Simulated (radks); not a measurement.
Task: Pt3.2+, configuration [Kr] 4d10 4f14 5s2 5p(1/2: 2, 3/2: 3.8) 5d7 (fractional occupations, a model configuration). All-electron calculation, Dirac Kohn-Sham, PBEsol, spin-unpolarised, spherical densities, finite nucleus; open shells fill j = l - 1/2 first; Fermi nuclear charge, rms radius 5.427 fm. Program: a radial shooting solver on a logarithmic mesh with Libxc functionals.

Spin-orbit splittings of the eigenvalues, e(l+1/2) - e(l-1/2), with zeta = 2 splitting/(2l+1) and mean radii in bohr:

shell  occ.  splitting (eV)  zeta (eV)  <r> j=l-1/2  <r> j=l+1/2
2p        6            1728       1152      0.05907      0.06750
3p        6           379.8      253.2       0.1768       0.1923
3d       10           81.89      32.76       0.1676       0.1724
4p        6               ?          ?       0.4179       0.4519
4d       10           16.84      6.737       0.4618       0.4730
4f       14           3.460     0.9885       0.5119       0.5192
5p      5.8           15.32      10.21        1.025        1.119
5d        7           1.682     0.6729        1.448        1.491

Estimate the 4p splitting.

Result: 90.55 eV (zeta = 60.37 eV).
